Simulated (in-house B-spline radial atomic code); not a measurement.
## Ionising O³⁺ with different functionals

Computed with a B-spline radial code for spherical atoms: scalar-relativistic (spin-free X2C) Hamiltonian, Fermi nucleus of rms radius 2.6991 fm, spin-polarised at highest spin, spherical fractional occupations for the functionals, the average over the highest-spin determinants for Hartree-Fock. The ionisation energy is the difference of two self-consistent energies, [He] 2s2 2p1 → [He] 2s2, without Breit or QED terms; ε is the level of the shell that loses the electron (its least bound occupied spin orbital).

Hybrids are left out here: with spherical fractional occupations of an open shell their exact exchange keeps a self-interaction that integer-occupation calculations don't have.

```
           method          rung  ΔSCF (eV)  -ε(2p) (eV)
     Hartree-Fock  Hartree-Fock      77.21        77.86
         LDA VWN5           LDA      77.72        66.34
         LDA PW92           LDA      77.71        66.33
LDA exchange-only           LDA      76.12        64.88
              PBE           GGA      77.65        66.27
           PBEsol           GGA      77.42        66.11
             BLYP           GGA          ?            ?
             RPBE           GGA      77.51        66.18
             PW91           GGA      77.80        66.42
             BP86           GGA          ?            ?
             AM05           GGA      77.37        66.09
             OLYP           GGA      77.47        66.30
             TPSS      meta-GGA      77.44        66.29
             SCAN      meta-GGA      77.26        66.37
           r2SCAN      meta-GGA      77.19        66.33
          revTPSS      meta-GGA      77.21        66.11
```

(1) What does BLYP give?

(2) What does BP86 give?

(3) How do they compare with the NIST value?

Answers

(1) ΔSCF 77.80 eV, and -ε(2p) = 66.37 eV.

(2) ΔSCF 77.66 eV, and -ε(2p) = 66.31 eV.

(3) NIST lists 77.413 eV (measured, ground level to ground level). Errors run from -1.30 to +0.39 eV; PBEsol is closest (+0.00 eV), but part of that can be cancellation, since the calculations leave out spin-orbit coupling, Breit-QED terms, multiplet and fine-structure energies. Hartree-Fock also lacks correlation.
